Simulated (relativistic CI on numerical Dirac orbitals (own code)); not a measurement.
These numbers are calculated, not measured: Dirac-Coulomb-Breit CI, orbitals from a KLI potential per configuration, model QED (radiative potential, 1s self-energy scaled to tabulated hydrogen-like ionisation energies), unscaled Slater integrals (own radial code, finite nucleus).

The strongest absorption lines from the ground level of an ion, among the configurations computed and to levels below about 1760 eV (vacuum wavelength in nm, gf): 0.77009 (0.34), 0.77449 (0.72), 0.77630 (0.2), 0.78456 (0.59), 0.78586 (0.23), 0.78873 (0.31), 3.0368 (1.7), 3.2218 (0.61).

Question: Which ion is it?
A. Yb⁴⁴⁺
B. Pt⁵²⁺
C. Yb⁴⁶⁺
D. Sm³⁶⁺

Answer: A. Yb⁴⁴⁺ has 26 electrons and the ground level 3s2 3p6 3d8 3F_4; the strongest line goes to 3s2 3p5 3d9 3D°_3. The pattern of lines fixes the number of electrons, and along that sequence the line energies rise steadily with the charge (about as its square where n changes within one kind of shell, about linearly where n is kept but much faster in heavy ions where fine structure, which grows about as Z⁴, sets the gap, and irregularly where shells cross), which fixes Z. Configurations outside the model, such as inner-shell arrays, can give stronger lines. At this charge energies of transitions that change n are usually good to better than 1 %, and those within a shell (Δn = 0) to a few per cent.

LS names give the leading component of a level, which can be under half, so a name can repeat, a term be missing and a line seem to break the LS rules.
